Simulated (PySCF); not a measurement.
Q: What does the PBE0-D3(BJ)/def2-SVP structure of `[CH3][Hg][CH3]` (HgMe2) look like in three dimensions? (Singlet state.)

A: 
```
atom  x, y, z in Å
Hg1    0.014   -0.010   -0.003
C2     0.005   -0.032    2.101
H3    -0.456    0.885    2.497
H4     1.031   -0.099    2.496
H5    -0.565   -0.895    2.480
C6     0.025    0.016   -2.106
H7    -1.003    0.000   -2.503
H8     0.560   -0.859   -2.506
H9     0.522    0.924   -2.481
```

Any rigid rotation of these coordinates is as good. Atoms count from 1 in this order. 

Bonds between heavy atoms (Å): Hg1–C2 2.104, Hg1–C6 2.103.

Theory: PySCF 2.14.0, PBE0-D3(BJ)/def2-SVP geometry optimisation, gas phase, def2 core potentials past Kr.

Point group: near D3d, missed by 0.09 Å at most; the miss may be what the optimiser left on a soft mode (D3 holds within 0.08 Å). Not checked by PBE0-D3(BJ)/def2-SVP frequencies.

Hardware: one thread of an Arm Neoverse V1, shared host with 32 logical CPUs at a one-minute load of 18. Cost: 20 s wall, 0.36 GiB resident at most. These figures are those of the optimisation.
